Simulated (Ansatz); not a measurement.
```xyz
17

C     2.4534    0.5053   -2.0822
C     1.7213    0.5059   -0.7844
O     0.6344    1.1029   -0.6329
O     2.2107   -0.1368    0.2067
Sn    0.6060    0.3540    1.5349
O    -1.5272    0.5361    1.5298
C    -1.7138   -0.4994    0.8039
C    -3.1043   -0.8862    0.4335
O    -0.7175   -1.1467    0.4171
H     2.3781   -0.4942   -2.5173
H     3.5107    0.7095   -1.9127
H     2.0232    1.2318   -2.7669
H     0.9782    1.9400    2.0436
H     0.8995   -0.8438    2.7148
H    -3.1218   -1.8784   -0.0105
H    -3.7491   -0.8417    1.3111
H    -3.4817   -0.1583   -0.2885
```

The species carries charge 0 and has multiplicity 1. Sn takes the def2 core potential.

Problem. List the ωB97M-V/def2-TZVPP orbital energies in eV (the Gaussian-basis code of Ansatz). (Best estimate.)

Solution. The calculation gave: Occupied: -526.49, -526.49, -526.27, -526.27, -285.34, -285.34, -281.87, -281.87, -143.50, -98.13, -98.10, -97.98, -33.92, -33.87, -32.05, -31.78, -31.57, -31.49, -31.47, -30.55, -30.32, -24.08, -23.98, -19.00, -18.27, -16.82, -16.68, -16.58, -16.34, -16.10, -15.98, -15.34, -14.15, -14.09, -13.74, -13.68, -12.06, -11.77, -11.71, -11.60, -11.32, -10.99, -10.38. Lowest empty: 1.46, 1.66, 2.28, 2.31, 2.73, 2.93, 3.06, 3.36.
